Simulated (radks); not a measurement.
Results of a calculation; reference values are marked as such.
Nb2+, 39 electrons, occupied as [Kr] 4d3. Level of theory: Dirac Kohn-Sham, PBE, spin-unpolarised, spherical densities, finite nucleus; open shells fill j = l - 1/2 first; Fermi nuclear charge, rms radius 4.324 fm (a radial shooting solver on a logarithmic mesh with Libxc functionals). Some entries of the table are withheld. Estimate them.

orbital  occ.  eigenvalue (eV)  <r^2> (bohr^2)
1s1/2       2        -18816.92        0.001757
2s1/2       2              (1)         0.02938
2p1/2       2        -2430.309         0.02224
2p3/2       4        -2334.530         0.02361
3s1/2       2              (2)          0.2250
3p1/2       2        -374.7982          0.2242
3p3/2       4        -359.2840          0.2349
3d3/2       4        -215.4657             (3)
3d5/2       6        -212.5775             (4)
4s1/2       2         -75.7645           1.513
4p1/2       2         -53.2207           1.851
4p3/2       4         -51.0935           1.939
4d3/2       3         -19.1567             (5)
4d5/2       0         -18.9576             (6)

Answer. 
(1) 2s1/2 eigenvalue (eV): -2646.661
(2) 3s1/2 eigenvalue (eV): -456.2603
(3) 3d3/2 <r^2> (bohr^2): 0.2241
(4) 3d5/2 <r^2> (bohr^2): 0.2276
(5) 4d3/2 <r^2> (bohr^2): 4.071
(6) 4d5/2 <r^2> (bohr^2): 4.139
